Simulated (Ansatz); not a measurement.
The same ligand exchange along the group Si, Ge, Sn.

Calculated with Ansatz (gas phase, PBE0-D4/def2-TZVP geometries, no zero-point term in ΔE). CCSD(T)/CBS is the MP2 limit (def2-TZVPP, def2-QZVPP) plus CCSD(T) − MP2 in def2-TZVPP, frozen cores. This one scheme is used for every species. def2 core potentials past Kr. For Ge, Sn outer-core shells are correlated without core-valence functions, which leaves a few kJ/mol of doubt a bond. Scalar relativity is left out up to krypton. Each species was taken in one conformer, which may not be the lowest.

```tsv
reaction	MP2/CBS(def2) (kJ/mol)	CCSD(T)/CBS(def2) (kJ/mol)
`O[Si](F)(F)F` + NH₃ → `N[Si](F)(F)F` + H₂O	38	39
`[OH][Ge]([F])([F])[F]` + NH₃ → `[NH2][Ge]([F])([F])[F]` + H₂O	7	8
`[OH][Sn]([F])([F])[F]` + NH₃ → `[NH2][Sn]([F])([F])[F]` + H₂O	5	5
```

Largest T1 diagnostic: 0.015, for `[OH][Sn]([F])([F])[F]`.
